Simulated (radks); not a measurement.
Task: Spherical quantum dot in the effective-mass picture: electrons in a hard-walled sphere of radius 2.81, all in effective atomic units (hartree* = m*/eps^2 hartree, bohr* = eps/m* bohr), one dielectric constant everywhere. Calculated with a radial shooting solver with Libxc functionals: non-relativistic Kohn-Sham, LDA (Slater exchange, Perdew-Wang correlation), spin-polarised, spherical densities. Levels are named by radial order and angular momentum (1s, 1p, 1d, 2s, ...), and open shells are averaged over m. At N = 33 the configuration is 1s2 1p6 1d10 2s(up 1, down 0) 1f14. Does electron 34 go into 1g up or 1g down or 2s down?

Result: Into 2s down. The total energies of the other choices lie higher by 0.223 hartree* (1g up), 0.227 hartree* (1g down).
